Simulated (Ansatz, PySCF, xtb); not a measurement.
Breaking the C3–H4 bond in CH4Sn (SMILES [CH3][SnH]) (multiplicity 1 held, fragments rigid). Energies count from the point at 1.093 Å.
Geometry at that point (charge 0, multiplicity 1):
```xyz
6

Sn     0.010     0.251     0.245
H     -0.346     1.413    -1.065
C     -0.013    -1.456    -1.158
H      0.737    -1.294    -1.936
H     -0.987    -1.503    -1.653
H      0.184    -2.403    -0.657
```

Unrestricted levels (U-) break spin symmetry where that is lower. Levels need not reach the same state.

Rows in LANL2DZ carry no dispersion term and start afresh at each structure. LANL2DZ brings its own core potentials from Na on.

The values were computed with Ansatz (Gaussian basis) for Hartree–Fock, density functionals and correlated methods; PySCF for LANL2DZ rows; xtb for the GFN methods.  In def2 rows elements past Kr take small-core potentials, without spin–orbit coupling. The GFN methods have no spin term and hold the electronic entropy of 300 K.

### Question
One of these levels gives 595.9 kJ/mol for the energy at R = 3.498 Å. Which?
(A) R-B3LYP/LANL2DZ
(B) GFN2-xTB
(C) U-PBE/def2-TZVPP
(D) R-BP86/LANL2DZ

### Answer
A, R-B3LYP/LANL2DZ. The others give 496.5 (GFN2-xTB), 442.2 (U-PBE/def2-TZVPP), 545.3 (R-BP86/LANL2DZ)

Doubts at one or more of the structures used: a spin-contaminated determinant (U-PBE/def2-TZVPP).

Ansatz is an electronic-structure program.
